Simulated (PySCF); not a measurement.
# A survey of ¹⁵N NMR shifts

[PySCF 2.14.0 with density-fitted response routines: coordinates at the GFN2-xTB level; shieldings: GIAO PBE0/pcSseg-1; non-relativistic; in vacuum; a single conformation; one averaged value for each set of equivalent atoms]

Shieldings were converted by a linear fit to measured shifts: ¹⁵N: δ = -148.07 − 0.921σ (rms 6.3 ppm, 71 shifts vs CH3NO2, solution or neat liquid). Occasional misses reach two or three times the rms, and more in compound classes unlike the fitted ones.

Give the ¹⁵N shifts of `N[Si@H](F)NCC[SiH3]`, `C=N[SiH2]C/C=C(/F)[SiH3]`, `C[Si@H]([SiH3])CC#N`, `N#CC[Si](O)(O)OC=O`, `COC(=O)[Si@@H]1NC[Si@H](O)N1`, `NCCN[SiH2][SiH2]F`, `NCCN[SiH2][SiH2]F`, `N#C[Si](N)(O)C#N`.

Answers


```json
{"compound": "[NH2:1][Si@H:2]([F:3])[NH:4][CH2:5][CH2:6][SiH3:7]", "environment": "N4: nitrogen bonded to C, Si, H", "δ (ppm)": "-333.6"}
{"compound": "[NH2:1][Si@H:2]([F:3])[NH:4][CH2:5][CH2:6][SiH3:7]", "environment": "N1: nitrogen bonded to Si, 2 H", "δ (ppm)": "-376.0"}
{"compound": "C=N[SiH2]C/C=C(/F)[SiH3]", "environment": "imine nitrogen", "δ (ppm)": "-11.2"}
{"compound": "C[Si@H]([SiH3])CC#N", "environment": "nitrile nitrogen", "δ (ppm)": "-121.4"}
{"compound": "N#CC[Si](O)(O)OC=O", "environment": "nitrile nitrogen", "δ (ppm)": "-121.1"}
{"compound": "[CH3:1][O:2][C:3](=[O:4])[Si@@H:5]1[NH:6][CH2:7][Si@H:8]([OH:9])[NH:10]1", "environment": "N10: nitrogen bonded to 2 Si, H, in a 5-membered ring", "δ (ppm)": "-355.9"}
{"compound": "[CH3:1][O:2][C:3](=[O:4])[Si@@H:5]1[NH:6][CH2:7][Si@H:8]([OH:9])[NH:10]1", "environment": "N6: nitrogen bonded to C, Si, H, in a 5-membered ring", "δ (ppm)": "-377.7"}
{"compound": "[NH2:1][CH2:2][CH2:3][NH:4][SiH2:5][SiH2:6][F:7]", "environment": "N1: amine nitrogen", "δ (ppm)": "-367.1"}
{"compound": "[NH2:1][CH2:2][CH2:3][NH:4][SiH2:5][SiH2:6][F:7]", "environment": "N4: nitrogen bonded to C, Si, H", "δ (ppm)": "-383.6"}
{"compound": "[NH2:1][CH2:2][CH2:3][NH:4][SiH2:5][SiH2:6][F:7]", "environment": "N1: amine nitrogen", "δ (ppm)": "-367.1"}
{"compound": "[NH2:1][CH2:2][CH2:3][NH:4][SiH2:5][SiH2:6][F:7]", "environment": "N4: nitrogen bonded to C, Si, H", "δ (ppm)": "-383.5"}
{"compound": "[N:1]#[C:2][Si:3]([NH2:4])([OH:5])[C:6]#[N:7]", "environment": "N1/7: nitrile nitrogen (×2)", "δ (ppm)": "-66.5"}
{"compound": "[N:1]#[C:2][Si:3]([NH2:4])([OH:5])[C:6]#[N:7]", "environment": "N4: nitrogen bonded to Si, 2 H", "δ (ppm)": "-374.1"}
```
